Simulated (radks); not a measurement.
Valence configurations of the promethium ion Pm3+ (all share [Xe]). Calculated with a radial shooting solver on a logarithmic mesh with Libxc functionals: Dirac Kohn-Sham, PBE, spin-unpolarised, spherical densities, finite nucleus; open shells fill j = l - 1/2 first; Fermi nuclear charge, rms radius 4.962 fm. Energies are relative to 4f4; eigenvalues in eV.

valence      E (eV)  e(4f5/2)  e(5d3/2)  e(6p1/2)  e(6s1/2)
4f4           0.000   -31.800         -         -         -
4f3 6p1      18.597   -42.706         -   -19.703         -
4f2 5d1 6p1  35.020   -50.400   -31.026   -20.256         -
4f2 6p2      46.419   -54.674         -   -21.836         -
4f3 5d1       9.750   -38.635   -26.307         -         -
4f3.5 6p0.5   8.224   -37.101         -   -18.566         -
4f3 6s1      13.858   -41.828         -         -   -23.952
4f3.5 5d0.5   4.247   -35.119   -25.403         -         -
4f2 5d1 6s1  30.091   -49.535   -30.343         -   -24.718
4f2 6s1 6p1  41.272   -53.832         -   -21.420   -26.564

NIST lists [Xe] 4f4 as the ground configuration; this level of theory agrees among the configurations tried. The energies are those of spherical spin-averaged densities, not of single terms.
